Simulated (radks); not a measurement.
These are the eigenvalues of the occupied orbitals of an atom or ion with whole-number occupations (eV). All-electron calculation, scalar-relativistic Kohn-Sham, PBE, spin-polarised, spherical densities, finite nucleus; Fermi nuclear charge, rms radius of each element as measured or else 0.836 A^(1/3) + 0.57 fm. Program: a radial shooting solver on a logarithmic mesh with Libxc functionals.

orbital  eigenvalue
1s up     -11763.65
1s down   -11763.55
2s up     -1530.060
2s down   -1530.010
2p up     -1347.077
2p down   -1347.020
3s up     -233.3111
3s down   -233.1478
3p up     -176.6647
3p down   -176.4676
3d up      -83.4136
3d down    -83.0948
4s up      -50.8157
4f up      -12.1177

Which element is it, and in what charge state? The configuration may be excited. Open shells, if any, are filled with parallel spins first.

Answer. Z = 33, arsenic, charge +3: As3+ in [Ar] 3d10 4s1 4f1. The list shows which subshells hold electrons but not how many an open one holds; the 1s level, -432.31 hartree, gives Z - s = 29.4 by -(Z - s)^2/2, which with screening and relativity narrows Z to a few neighbours, and the depths of the outer levels then fix element, charge and occupations together.
